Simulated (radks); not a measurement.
Numerical settings for neutral cadmium, [Kr] 4d10 5s2. Method: scalar-relativistic Kohn-Sham, BLYP, spin-polarised, spherical densities, finite nucleus; Fermi nuclear charge, rms radius 4.6087 fm; computed with a radial shooting solver on a logarithmic mesh with Libxc functionals. The defaults (mesh step 0.008 in ln r, mesh end at 40 bohr or more with all orbitals vanishing there, Anderson mixing 0.5 over 9 steps, residual threshold near 1e-9 with the energy settled to 1e-9 hartree or 1e-11 of itself, here a cap of 73 iterations) give E = -5595.1257 hartree and 5s at -5.650 eV in 17 iterations. Run on one thread of a shared host, so times are rough (Arm Neoverse N1): 0.31 s of CPU time, 0.32 s wall, 17 iterations on 2437 mesh points. Changes against that run (0 stands for a change within the tolerance of the run):

setting                     iterations  converged  E (mhartree)  e(5s) (meV)  CPU (s)
mesh step in ln r 0.02              16        yes             0            0     0.14
mesh step in ln r 0.08              73         no     -1.16e+04    -1.19e+05     0.27
mesh step in ln r 0.2                4         no      diverged            -     0.01
mesh end (bohr) 12                  17        yes       +0.0165        +1.83     0.29
mesh end (bohr) 20                  17        yes             0            0     0.29
residual threshold 0.1              10        yes     -0.000219         -2.4     0.21
residual threshold 1e-16            73         no             0            0     0.74
mixing 0.2                          18        yes             0            0     0.34
linear mixing, mixing 0.05          73         no         +2.19        -91.9      1.2
linear mixing, mixing 1             17         no      diverged            -     0.68
mixing history 20                   21        yes             0            0     0.38
iteration cap 2                      2         no          +207    -6.49e+03     0.05

No run marked as converged misses the energy by more than 1 mhartree. A mesh that ends early acts as a hard wall.
